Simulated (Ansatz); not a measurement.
A nudged elastic band was laid between two geometries of CH₇F₂NSi₂ (13 atoms, charge 0, multiplicity 1).

These are results of RKS B3LYP-D4/def2-SVP (Ansatz 0.2.0), not measurements.

| Quantity | Value |
| --- | --- |
| movable images | 5 |
| climbing image | yes |
| spring | 5.0 eV/Å² |
| optimiser | quadratic models (default) |
| start path | through a guess of the saddle point |
| force threshold | 0.05 eV/Å |
| iteration limit | 60 |
| end points | relaxed |

Image 0:

```xyz
13
Properties=species:S:1:pos:R:3
C 0.302 -2.311 0.051
Si -0.519 -0.689 -0.342
F -2.122 -0.861 -0.113
F -0.336 -0.383 -1.939
Si 0.250 1.250 0.735
N -0.172 2.520 -0.367
H -0.129 -3.122 -0.559
H 0.165 -2.570 1.113
H 1.384 -2.261 -0.153
H 1.712 1.074 1.044
H -0.427 1.467 2.048
H -0.070 2.351 -1.363
H -0.018 3.498 -0.141
```

Image 6:

```xyz
13
Properties=species:S:1:pos:R:3
C -0.280 -2.045 0.353
Si 0.224 -0.722 -0.854
F -1.040 -0.438 -1.851
F 1.420 -1.294 -1.801
Si 0.775 1.354 0.082
N -0.764 1.939 0.657
H -0.656 -2.937 -0.174
H -1.077 -1.664 1.012
H 0.573 -2.345 0.984
H 1.505 2.206 -0.914
H 1.677 1.191 1.261
H -1.536 1.963 -0.004
H -0.800 2.754 1.264
```

Task: What changes between the two ends?

Result: No bond is made or broken. The dihedral C1–Si2–Si5–N6 goes from 154 to -69°.

Task: Give the energies along the band, and the barrier.

Result: It converged. The highest image is number 3 of 0 to 6, 0.035 eV above the first end and 0.051 eV above the last; the last end lies 0.016 eV below the first. A vibrational analysis at the climbing image gives one clearly imaginary mode, 64i cm⁻¹: a first-order saddle point.

```csv
image,path coordinate (Å),energy (eV),dihedral C1–Si2–Si5–N6 (°)
0,0.00,0.000,154
1,0.89,0.008,173
2,1.79,0.025,-168
3,2.68,0.035,-150
4,3.94,0.016,-124
5,5.19,-0.005,-96
6,6.45,-0.016,-69
```

Task: What is the geometry of the highest image?

Result: 
```xyz
13
Properties=species:S:1:pos:R:3
C 0.082 -2.318 0.265
Si -0.257 -0.698 -0.583
F -1.868 -0.526 -0.770
F 0.334 -0.778 -2.102
Si 0.570 1.251 0.442
N -0.520 2.532 0.024
H -0.319 -3.155 -0.330
H -0.387 -2.344 1.262
H 1.166 -2.475 0.392
H 2.002 1.414 0.019
H 0.601 1.068 1.926
H -1.018 2.507 -0.860
H -0.367 3.488 0.329
```

The band took 10 iterations and of the order of 7 core-minutes.

Time of the run: 3.3 min on 2 threads of Arm Neoverse V1, on a shared host, peak memory 0.32 GiB.
